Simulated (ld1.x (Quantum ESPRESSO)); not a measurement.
## Ranking TM potentials for phosphorus (P)

All share these settings but for the change named:

P, norm-conserving Troullier–Martins (Kleinman–Bylander form), made with ld1.x (Quantum ESPRESSO) 7.5 (LDA (PZ), scalar-relativistic). Core [Ne], reference 3s2 3p2.75 (charge +0.25). Waves: 3s (bound): rc 1.40 bohr; 3p (bound): rc 1.35 bohr. Local part: the p channel. Core correction: Bessel-smoothed model core inside 0.75 bohr.

Test errors are all-electron minus pseudo excitation energies from the reference, over 3s2 3p3; 3s2 3p2; 3s2 3p1; 3s2 3p2.5; 3s1 3p3; 3s1 3p0; 3s2 3p0. None of these files shows a bound ghost.

The base gives 117.2 meV.

Of 6 variants that were run, those that failed, showed a ghost or another fault, or gave nearly equal values are left out.

A variant can come out equal or close to the base, since the largest error may sit in a test that the change hardly touches while other tests move.

Rank these variants by their largest absolute test error, smallest first.
A. wave 3p (bound): rc 1.35 bohr becomes 3p (bound): rc 1.12 bohr
B. wave 3p (bound): rc 1.35 bohr becomes 3p (bound): rc 2.00 bohr
C. wave 3p (bound): rc 1.35 bohr becomes 3p (bound): rc 1.34 bohr

A (95.7 meV), C (117.2 meV), B (140.2 meV).
